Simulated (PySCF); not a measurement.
Ta(O)(Cl)2(Me) (CH3Cl2OTa), SMILES [CH3][Ta](=[O])([Cl])[Cl], multiplicity 1.

Coordinates come from a B3LYP-D3(BJ)/def2-SVP optimisation. The multiplicity is an assumed one; no other spin state was optimised. The structure was generated by enumeration; whether it is a known compound was not checked. The def2 effective core potentials stand for the cores of Ta; spin–orbit coupling is left out.

Calculation: TDDFT-PBE/def2-SVPD (PySCF).

Vertical excitations.  State labels are in the subgroup Cs.

| state | symmetry | energy (eV) | λ (nm) | f | main pairs |
|---|---|---|---|---|---|
| S1 | A" | 4.44 | 279 | 0.000 | HOMO→LUMO 97 % |
| S2 | A' | 4.63 | 268 | 0.003 | HOMO−1→LUMO 98 % |
| S3 | A" | 4.86 | 255 | 0.005 | HOMO−2→LUMO 94 % |
| S4 | A' | 5.09 | 244 | 0.002 | HOMO→LUMO+1 65 %, HOMO−3→LUMO 33 % |
| S5 | A" | 5.16 | 240 | 0.003 | HOMO−1→LUMO+1 96 % |
| S6 | A' | 5.21 | 238 | 0.029 | HOMO−3→LUMO 61 %, HOMO→LUMO+1 31 % |
| S7 | A" | 5.36 | 232 | 0.000 | HOMO−4→LUMO 96 % |
| S8 | A' | 5.36 | 231 | 0.004 | HOMO−2→LUMO+1 98 % |
| S9 | A" | 5.55 | 223 | 0.001 | HOMO−5→LUMO 77 %, HOMO−3→LUMO+1 23 % |
| S10 | A' | 5.88 | 211 | 0.017 | HOMO−6→LUMO 74 %, HOMO−5→LUMO+1 22 % |
| T1 | A" | 4.07 | 304 | 0 | HOMO→LUMO 97 % |
| T2 | A' | 4.46 | 278 | 0 | HOMO−1→LUMO 99 % |
| T3 | A' | 4.58 | 271 | 0 | HOMO→LUMO+1 97 % |
| T4 | A" | 4.64 | 267 | 0 | HOMO−2→LUMO 98 % |
Triplets are in the Tamm–Dancoff approximation, which puts them higher than full response would, so one can lie above its singlet here.
